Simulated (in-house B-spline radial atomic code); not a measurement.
**Si⁵⁺: [He] 2s2 2p4 3p1 (an excited or competing configuration)**

Method: non-relativistic B3LYP, spin-polarised, spherical fractional occupations, exact exchange averaged over the configuration, point nucleus. Calculated with a radial B-spline atomic code at the basis-set limit.

Screening seen three ways: the hydrogenic charge with the same mean radius, Z_r = [3n² - l(l+1)]/(2<r>), the one with the same energy, Z_e = n√(-2ε), and Slater's rules. Values are occupation-weighted means over spin.

| shell | electrons | ε (eV) | <r> (bohr) | Z_r | Z_e | Slater |
| --- | --- | --- | --- | --- | --- | --- |
| 1s | 2 | -1939 | 0.1115 | 13.46 | 11.94 | 13.70 |
| 2s | 2 | -255.28 | 0.537 | 11.17 | 8.66 | 10.55 |
| 2p | 4 | -217.06 | 0.4871 | 10.26 | 7.99 | 10.55 |
| 3p | 1 | -67.588 | 1.563 | 8.00 | 6.69 | 6.90 |

The least bound orbital is 3p up at -67.59 eV, and it is also the most diffuse (<r> = 1.563 bohr).
